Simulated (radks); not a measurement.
Species: Bi II. Configuration: [Hg] 6p2.

All-electron calculation, Dirac Kohn-Sham, LDA (Slater exchange, Perdew-Wang correlation), spin-unpolarised, spherical densities, point nucleus; open shells fill j = l - 1/2 first. Program: a radial shooting solver on a logarithmic mesh with Libxc functionals.

Energy parts (eV):
part                       energy
total                  -586942.44
kinetic                 686456.62
electron-nucleus      -1488072.08
Hartree                 225198.46
exchange-correlation    -10525.45

Orbitals (lengths in bohr, moments of r in powers of bohr; <r^-3> diverges for s and p1/2):
orbital	occ.	eigenvalue (eV)	<r^4>	<r^-3>	<r>
1s1/2	2	-90459.11	3.332e-07	-	0.01579
2s1/2	2	-16245.50	0.00004751	-	0.06579
2p1/2	2	-15611.33	0.00002792	-	0.05390
2p3/2	4	-13293.58	0.00004568	24400	0.06294
3s1/2	2	-3925.898	0.001713	-	0.1711
3p1/2	2	-3639.098	0.001480	-	0.1616
3p3/2	4	-3120.242	0.002125	5787	0.1781
3d3/2	4	-2649.409	0.001387	1018	0.1545
3d5/2	6	-2539.350	0.001544	826.5	0.1595
4s1/2	2	-905.6887	0.03726	-	0.3771
4p1/2	2	-781.0782	0.03912	-	0.3779
4p3/2	4	-652.9510	0.05528	1435	0.4128
4d3/2	4	-450.0772	0.06303	230.0	0.4163
4d5/2	6	-426.1666	0.06979	182.2	0.4274
5s1/2	2	-164.6223	0.8589	-	0.8308
4f5/2	6	-162.5730	0.1014	40.67	0.4381
4f7/2	8	-157.0783	0.1072	38.48	0.4443
5p1/2	2	-121.2688	1.147	-	0.8843
5p3/2	4	-96.3659	1.708	274.8	0.9749
5d3/2	4	-36.0404	4.843	29.85	1.211
5d5/2	6	-33.0216	5.649	22.96	1.255
6s1/2	2	-21.6534	39.97	-	2.134
6p1/2	2	-12.8428	91.91	-	2.586
6p3/2	0	-10.5610	146.9	24.28	2.913

The highest occupied level is 6p1/2 at -12.843 eV. The density falls to 0.001 e/bohr^3 at r = 4.20 bohr.
